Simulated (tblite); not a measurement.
Record of a relaxation.

Species: C4H15BN2Si.
Numbering: `[CH2:1]=[N:2][CH2:3][B@@H-:4]([NH3+:5])[CH2:6][SiH2:7][CH3:8]` (hydrogens: H9, H10 on C1; H11, H12 on C3; H13 on B4; H14, H15, H16 on N5; H17, H18 on C6; H19, H20 on Si7; H21, H22, H23 on C8)
Bond orders are those of one Lewis drawing.

Computed with GFN2-xTB (tblite), gas phase: L-BFGS steps from a force-field or distance-geometry start until the largest atomic force falls under 0.01 eV/Å. 4 of its 196 geometries are shown.

Step 0: E = -678.3924 eV, largest atomic force 3.267 eV/Å
```
atom  x, y, z in Å  |  force x, y, z in eV/Å
C1     -3.679    0.689   -0.379    0.394  -1.007   0.192
N2     -2.889   -0.236    0.006   -0.966   1.449   0.033
C3     -1.671    0.255    0.622   -1.231   1.483  -0.176
B4     -0.416   -0.648    0.408    1.423   0.441   1.574
N5     -0.736   -2.087    0.022    0.045  -3.228  -0.504
C6      0.610   -0.019   -0.641    0.497  -0.247  -0.735
Si7     2.134    0.399    0.379   -1.204   0.285   0.632
C8      3.490    1.198   -0.576    1.986   0.323   0.215
H9     -3.420    1.750   -0.237   -0.257  -0.179  -0.154
H10    -4.642    0.468   -0.848    0.441  -0.076   0.150
H11    -1.820    0.460    1.706   -0.366  -0.329  -0.580
H12    -1.473    1.268    0.183   -0.059  -0.338   0.490
H13     0.098   -0.740    1.517    0.073  -0.167  -0.208
H14    -1.735   -2.272   -0.141    0.131   0.384   0.191
H15    -0.398   -2.737    0.779   -0.576   0.781  -0.940
H16    -0.237   -2.381   -0.848   -0.396   0.396   0.686
H17     0.216    0.871   -1.152    0.215  -0.348  -0.026
H18     0.860   -0.775   -1.417   -0.015   0.538   0.061
H19     2.582   -0.813    1.046    0.325  -0.313   0.064
H20     1.650    1.306    1.451    0.276  -0.025  -0.157
H21     3.945    0.485   -1.285   -0.267   0.672   0.112
H22     4.293    1.434    0.172   -0.495  -0.126  -0.737
H23     3.233    2.149   -1.038    0.025  -0.370  -0.184
```

Step 65: E = -679.4153 eV, largest atomic force 0.131 eV/Å
```
atom  x, y, z in Å  |  force x, y, z in eV/Å
C1     -3.370    0.651   -0.657   -0.017   0.087  -0.062
N2     -2.764   -0.174    0.066    0.039  -0.125   0.012
C3     -1.694    0.196    0.939   -0.017  -0.015  -0.030
B4     -0.380   -0.786    0.669    0.030  -0.024  -0.001
N5     -1.051   -2.077   -0.107    0.028   0.042   0.017
C6      0.729   -0.112   -0.314   -0.017  -0.001  -0.006
Si7     2.261    0.583    0.562   -0.062   0.034  -0.032
C8      3.413    1.271   -0.788   -0.003   0.008  -0.027
H9     -3.163    1.724   -0.669   -0.016   0.072   0.017
H10    -4.156    0.299   -1.316    0.071  -0.004   0.022
H11    -2.061    0.015    1.952   -0.019  -0.013   0.000
H12    -1.454    1.264    0.860    0.002   0.051   0.028
H13     0.075   -1.201    1.687    0.035  -0.020   0.017
H14    -2.005   -1.707   -0.278   -0.049   0.008  -0.002
H15    -1.090   -2.903    0.475    0.024  -0.013   0.012
H16    -0.570   -2.279   -0.976   -0.010  -0.015   0.002
H17     0.292    0.689   -0.917   -0.046  -0.030   0.001
H18     1.098   -0.842   -1.045   -0.024  -0.040   0.032
H19     2.982   -0.473    1.289    0.014  -0.026  -0.006
H20     1.949    1.655    1.518   -0.023   0.007  -0.023
H21     3.633    0.513   -1.534    0.023  -0.012  -0.036
H22     4.359    1.610   -0.384    0.061   0.017   0.076
H23     2.963    2.114   -1.304   -0.025   0.013  -0.010
```

Step 130: E = -679.5553 eV, largest atomic force 0.047 eV/Å
```
atom  x, y, z in Å  |  force x, y, z in eV/Å
C1     -2.521    1.155   -0.672    0.016   0.013  -0.041
N2     -2.403    0.069   -0.057   -0.026   0.006  -0.004
C3     -1.606   -0.050    1.121   -0.001  -0.011  -0.007
B4     -0.368   -1.082    0.762   -0.010  -0.007   0.026
N5     -1.195   -2.266   -0.027   -0.004   0.017   0.020
C6      0.669   -0.465   -0.318    0.005   0.013   0.007
Si7     1.898    0.778    0.407   -0.004   0.025  -0.009
C8      3.049    1.463   -0.949   -0.007   0.008   0.010
H9     -2.081    2.102   -0.346   -0.014  -0.001   0.033
H10    -3.088    1.174   -1.595    0.022  -0.007   0.027
H11    -2.245   -0.506    1.884    0.001  -0.003   0.000
H12    -1.260    0.918    1.503    0.012   0.014  -0.042
H13     0.140   -1.552    1.726    0.018  -0.033   0.015
H14    -1.911   -1.692   -0.497   -0.012  -0.033   0.017
H15    -1.638   -2.913    0.616   -0.008   0.007  -0.001
H16    -0.610   -2.768   -0.684   -0.017   0.003  -0.039
H17     0.122    0.024   -1.129    0.026  -0.033  -0.022
H18     1.244   -1.272   -0.786    0.012   0.018  -0.011
H19     2.738    0.152    1.441   -0.003  -0.005   0.001
H20     1.190    1.920    1.009    0.032   0.025   0.015
H21     3.497    0.675   -1.549   -0.027   0.008   0.026
H22     3.860    2.038   -0.511   -0.020  -0.003   0.000
H23     2.512    2.125   -1.623    0.010  -0.020  -0.021
```

Step 195: E = -679.5697 eV, largest atomic force 0.009 eV/Å
```
atom  x, y, z in Å  |  force x, y, z in eV/Å
C1     -2.405    1.241   -0.610   -0.004   0.003  -0.005
N2     -2.330    0.120   -0.052    0.001   0.002   0.004
C3     -1.562   -0.074    1.136    0.005  -0.003   0.002
B4     -0.364   -1.148    0.765    0.001   0.001   0.000
N5     -1.239   -2.268   -0.070   -0.003   0.004   0.001
C6      0.713   -0.549   -0.286   -0.004  -0.002  -0.002
Si7     1.820    0.827    0.395   -0.005   0.004  -0.005
C8      2.975    1.460   -0.981    0.003   0.002   0.002
H9     -1.956    2.157   -0.215    0.001  -0.006   0.006
H10    -2.946    1.325   -1.544   -0.001  -0.003  -0.001
H11    -2.233   -0.525    1.873   -0.004   0.003   0.000
H12    -1.182    0.868    1.549    0.002  -0.001   0.000
H13     0.112   -1.670    1.721    0.001  -0.002  -0.005
H14    -1.951   -1.647   -0.486   -0.005  -0.005  -0.003
H15    -1.681   -2.945    0.541    0.002   0.001  -0.001
H16    -0.689   -2.738   -0.779    0.001   0.002   0.000
H17     0.198   -0.166   -1.173    0.001   0.003   0.000
H18     1.368   -1.349   -0.646   -0.001  -0.003   0.000
H19     2.648    0.337    1.508    0.006   0.004   0.005
H20     1.049    1.985    0.877   -0.003   0.004  -0.004
H21     3.638    0.679   -1.342   -0.004  -0.002   0.002
H22     3.597    2.272   -0.618    0.006  -0.002   0.000
H23     2.416    1.835   -1.834    0.001  -0.002   0.003
```

**Question.** Summarise the path.

**Answer.** The energy falls by 113.59 kJ/mol from step 0 to step 195; nine tenths of that is first reached at step 75. It falls at every step. The largest force goes from 3.267 to 0.009 eV/Å. Among the bonds B4–N5 changes most, from 1.524 to 1.648 Å; the atoms move by 1.064 Å rms after alignment.

What follows is the cost of the whole relaxation. The run took 1.4 s on an Intel Xeon 6975P-C with one thread (shared host).
